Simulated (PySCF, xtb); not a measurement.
C2H8N2Si2, SMILES CN[Si@H]1C=N[SiH2]1.

GFN2-xTB in xtb at its own geometry gives an orbital gap of 2.12 eV and a dipole moment of 3.61 D.

Geometry: PBE0-D3(BJ)/def2-SVP. The structure was generated by enumeration; whether it is a known compound was not checked. One conformer was computed; it need not be the lowest.

Question: What does PySCF with PBE/def2-TZVP give? (Estimate from the structure and the level; the computed values follow.)

Answer: gap 3.01 eV (levels -5.16 and -2.14 eV), dipole 3.07 D.
